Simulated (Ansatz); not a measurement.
Consider the atomization: `F[SiH](Cl)O[SiH3]` → Cl• + F• + 4 H• + O• + 2 Si•.

Gas-phase electronic energies from Ansatz, PBE0-D4/def2-TZVP geometries. CCSD(T)/CBS is the MP2 limit (def2-TZVPP, def2-QZVPP) plus CCSD(T) − MP2 in def2-TZVPP, frozen cores. This one scheme is used for every species, atoms too. For atomizations the MP2-based limit and the directly extrapolated one differ by several kJ/mol either way, and by 10 to 25 for some Ge, Se and Sn compounds, so smaller differences from it don't rank the levels. No spin–orbit coupling; open shells (•) take unrestricted orbitals. Spin–orbit coupling would lower the free atoms: a little for Cl, F, O, Si. One conformer a species, not always the lowest.

```
            species  CCSD/CBS(def2) energy (Eh)
`F[SiH](Cl)O[SiH3]`                 -1215.49019
                Cl•                  -459.70389
                 F•                   -99.66528
                 H•                    -0.50000
                 O•                   -75.00346
                Si•                  -288.94153
```

Problem. Work out ΔE.

Solution. ΔE = 4 × (-0.50000) + 2 × (-288.94153) + (-459.70389) + (-99.66528) + (-75.00346) − (-1215.49019) = 1.23450 Eh = +3241.2 kJ/mol. CCSD(T)/CBS gives +3281.4 kJ/mol.

Largest T1 diagnostic among the species: 0.012.

At CCSD(T), def2-SVP lies −295.8 kJ/mol from the extrapolated value and def2-TZVPP −101.9 kJ/mol: correlation converges slowly with the basis, and small sets miss more of it in the bonded molecule than in its fragments. From BLYP to BHLYP (50 % exact exchange), in def2-TZVPP and without D4, ΔE moves by −27.5 kJ/mol: exact exchange takes away binding that semilocal exchange gives to molecules.
